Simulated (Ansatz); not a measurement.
Born–Oppenheimer molecular dynamics of C4H10OSi (16 atoms, charge 0, multiplicity 1). It starts from a relaxed structure.

The calculation used Ansatz, RKS B3LYP-D4/STO-3G.

| Property | Result |
| --- | --- |
| ensemble | NVT, Langevin thermostat |
| time step | 0.5 fs |
| steps asked | 146 |
| set temperature | 300 K |
| friction | 0.01 /fs |
| seed | 674451 |

First frame:

```xyz
16
Properties=species:S:1:pos:R:3
C 0.525 -1.906 -0.758
C -0.142 -1.412 0.522
C -0.101 -0.144 0.994
O -0.762 0.267 2.181
C 0.614 1.052 0.345
Si -0.482 1.961 -0.896
H 1.147 -1.125 -1.217
H -0.226 -2.221 -1.505
H 1.168 -2.780 -0.555
H -0.707 -2.164 1.090
H -1.214 -0.596 2.505
H 0.913 1.743 1.148
H 1.534 0.708 -0.150
H 0.225 3.108 -1.419
H -0.820 1.079 -1.988
H -1.695 2.406 -0.252
```

**Question.** How far do the bonds stretch over the last three quarters of this one trajectory? (Pairs bonded in most of those frames.)

**Answer.** 
| bond | mean (Å) | spread (Å) | shortest | longest |
| --- | --- | --- | --- | --- |
| C1–C2 | 1.526 | 0.019 | 1.50 | 1.56 |
| C1–H7 | 1.100 | 0.017 | 1.07 | 1.13 |
| C1–H8 | 1.107 | 0.025 | 1.06 | 1.15 |
| C1–H9 | 1.108 | 0.025 | 1.06 | 1.15 |
| C2–C3 | 1.355 | 0.010 | 1.34 | 1.38 |
| C2–H10 | 1.101 | 0.018 | 1.06 | 1.14 |
| C3–O4 | 1.423 | 0.014 | 1.40 | 1.44 |
| C3–C5 | 1.539 | 0.019 | 1.50 | 1.57 |
| O4–H11 | 1.029 | 0.016 | 1.00 | 1.05 |
| C5–Si6 | 1.889 | 0.017 | 1.86 | 1.92 |
| C5–H12 | 1.105 | 0.024 | 1.07 | 1.14 |
| C5–H13 | 1.101 | 0.030 | 1.05 | 1.16 |
| Si6–H14 | 1.448 | 0.017 | 1.42 | 1.49 |
| Si6–H15 | 1.445 | 0.017 | 1.41 | 1.48 |
| Si6–H16 | 1.455 | 0.057 | 1.36 | 1.54 |

Mean temperature of the second half: 204 K. The mean temperature of the second half is 32 % below the set value. A run of 0.073 ps of so small a system gives no equilibrium averages. Limits of this set-up: minimal basis.

Run time: 8.8 min on 1 CPU thread of a shared host.
